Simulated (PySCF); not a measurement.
## How methods differ on the excitation energy of Cl⁺

Cl⁺ [Ne] 3s2 3p4 (3P) → Cl⁺ [Ne] 3s1 3p5 (3P), as a difference of total energies. Calculation: PySCF 2.14, in aug-cc-pwCVDZ; the non-relativistic Hamiltonian (point nucleus). Correlated levels: valence and next inner shell: 1s2 frozen. The calculations carry no spin-orbit coupling.

```tsv
method	excitation energy (cm⁻¹)	error (cm⁻¹)
UHF	115190	+21844
MP2 (valence and next inner shell)	103990	+10643
SCS-MP2 (valence and next inner shell)	102520	+9176
CCSD (valence and next inner shell)	95304	+1961
CCSD(T) (valence and next inner shell)	93012	-331
```

Reference: 93343 cm⁻¹ (measured; NIST levels, between the centres of gravity of the two terms).

Errors of the correlated levels include the incompleteness of this basis and the frozen core.

The coupled-cluster amplitudes are large for the upper state (T1 above 0.03 or a double amplitude above 0.15), so a single reference is strained.
